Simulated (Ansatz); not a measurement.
Two isomers of C2H9NOSi: A = `CO[SiH](C)N`, B = `CC(O)N[SiH3]`.

Program: Ansatz. Geometries: PBE0-D4/def2-TZVP. ΔE: electronic, gas phase. CCSD(T)/CBS adds triple-zeta CCSD(T) − MP2 to the extrapolated MP2 energy (def2 sets, frozen cores). DFT in def2-TZVPP. B3LYP here is the variant with VWN-RPA as its local correlation; programs differ in this. Each species was taken in one conformer, which may not be the lowest.

Task: Which is lower in electronic energy at CCSD(T)/CBS, and by how much? (An estimate is asked.)

Result: Computed: A, by 181.4 kJ/mol.

Task: Give E(B) − E(A) in kJ/mol with CCSD(T)/def2-TZVPP, PBE-D4, HF/def2-TZVPP, r2SCAN-D4, B3LYP-D4, ωB97M-V, PBE0-D4. (Estimate.)

Result: Ansatz gave: CCSD(T)/def2-TZVPP 177.0, PBE-D4 170.5, HF/def2-TZVPP 183.9, r2SCAN-D4 182.8, B3LYP-D4 182.2, ωB97M-V 181.9, PBE0-D4 174.3. None reverses the order clearly.

Largest T1 diagnostic: 0.011.

From PBE to PBE0 (25 % exact exchange), in def2-TZVPP and without D4, E(B) − E(A) moves by +3.8 kJ/mol.
